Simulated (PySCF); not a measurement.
Bond length, frequency and bond energy of NaAs by level of theory

State: ³Σ⁻ (triplet), unpaired electrons π ↑↑. Set-up: basis Na 6-311G(d,p), As 6-311G(d,p); no relativity; PySCF 2.14. De refers to Na + As in their high-spin ground configurations, without counterpoise correction. The functionals are run spin-unrestricted. A positive dipole means Na(−)As(+).

| Level | Re (Å) | ωe (cm⁻¹) | De (eV) | μ (D) |
| --- | --- | --- | --- | --- |
| ROHF | 2.772 | 239 | 0.141 | -8.56 |
| ROHF-MP2 | 2.755 | 240 | 0.82 | n/a |
| ROHF-SCS-MP2 | 2.763 | 238 | 0.85 | n/a |
| ROHF-CCSD | 2.776 | 229 | 0.85 | n/a |
| ROHF-CCSD(T) | 2.781 | 226 | 0.91 | n/a |
| PBE | 2.764 | 222 | 1.37 | -6.18 |
| BP86 | 2.768 | 221 | 1.42 | -6.43 |
| r²SCAN | 2.760 | 227 | 1.34 | -7.04 |
| PBE0 | 2.747 | 231 | 1.26 | -6.98 |
| r²SCAN0 | 2.746 | 233 | 1.27 | -7.48 |
| CAM-B3LYP | 2.715 | 242 | 1.33 | -7.17 |
| B2PLYP | 2.750 | 233 | 1.21 | -7.21 |

(1) Which functional lies closest to ROHF-CCSD(T) in De, which farthest, and by how much do they differ from it?

(2) What does a quarter of exact exchange do here, going from PBE to PBE0?

(3) What does the triples do here, going from ROHF-CCSD to ROHF-CCSD(T)?

Correlated steps freeze 10 core orbitals. Spin–orbit coupling is left out. B2PLYP dipoles, levels and charges come from its SCF part alone. The state is the lowest determinant that a PBE0 search found; another state may lie lower at other levels.

The whole job (state search and all levels along the bond) took about 12 min on 1 thread of Arm Neoverse N1 (shared host), peak memory 1.1 GiB.

## Answers

(1) Closest is B2PLYP (-3.1 pm in Re, +3.1 % in ωe, +0.30 eV in De against ROHF-CCSD(T) in the same basis), farthest BP86 (-1.3 pm in Re, -2.2 % in ωe, +0.51 eV in De). CCSD(T) converges more slowly with the basis than the functionals do and binds too weakly in this one, so the order can change at the basis-set limit.

(2) PBE0 less PBE: -1.7 pm in Re, +4.1 % in ωe, -0.11 eV in De. Exact exchange removes part of the self-interaction that spreads semilocal densities, and in most molecules shortens and stiffens the bond and lowers De; so it does here.

(3) ROHF-CCSD(T) less ROHF-CCSD: +0.5 pm in Re, -1.3 % in ωe, +0.06 eV in De. Correlation nearly always deepens the well. The bond lengthens, as in strong covalent bonds, where excitations into antibonding orbitals dominate.
